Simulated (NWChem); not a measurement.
C$_{2}$H$_{3}$ClO$_{2}$Si; SMILES O=C1C[Si@@H](Cl)O1

```xyz
9

O      0.3693     2.7378    -0.5260
C      0.0837     1.6328    -0.1582
C     -1.2461     0.8422    -0.2173
Si    -0.2378    -0.4895     0.6452
Cl     0.2202    -2.1792    -0.4419
O      0.9639     0.7535     0.4746
H     -1.5781     0.6457    -1.2555
H     -2.0637     1.3488     0.3323
H     -0.4642    -0.8749     2.0663
```
Atoms are numbered in this order, from 1.

All runs: NWChem. Pople sets run with spherical d functions. Structure relaxed at the PBE-D3(BJ)/def2-SVP level.

Problem. Predict the results for B97-D/6-31G*. Quantities: highest occupied level (eV); orbital gap (eV); dipole (D).

Solution. The highest occupied level (eV) comes out as -6.50 and the orbital gap (eV) is 5.33. The dipole (D) comes out as 3.49.
